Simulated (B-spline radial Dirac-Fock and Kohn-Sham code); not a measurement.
# Kohn-Sham estimates against Dirac-Fock for the levels of Be

System: the free beryllium atom, configuration [He] 2s2.

The density-functional columns are spherical, spin-unpolarised Dirac-Kohn-Sham results without Breit or QED terms: −ε is minus the orbital energy of the initial state and ΔSCF the difference of two total energies, and "half-occupied" is minus the orbital energy with half an electron removed (Slater transition state). The reference in the last column comes from relaxed Dirac-Fock hole states (ΔSCF) with Breit and QED corrections and a finite nucleus. All numbers are from an atomic code on a B-spline grid, in eV; a selection of levels is shown.

```csv
level,PBE −ε,LDA −ε,LDA half-occupied,PBE0 −ε,Dirac-Fock
1s,106.2,105.0,126.5,112.0,123.3
2s,5.61,5.60,9.46,6.49,8.05
```

**Question.** Order the estimates of the K (1s) level by their distance from the Dirac-Fock value, nearest first.
A. PBE0 −ε
B. LDA −ε
C. LDA half-occupied
D. PBE −ε

**Answer.** C (3.2 eV), A (11.3 eV), D (17.1 eV), B (18.4 eV).

For the outermost level NIST gives 9.322699 eV (measured); the differences from it are PBE −ε -3.71, LDA −ε -3.72, LDA half-occupied +0.14, PBE0 −ε -2.83, Dirac-Fock -1.28 eV.

Values without a named source are computed, but for edge energies of neutral atoms, which are taken from tables.
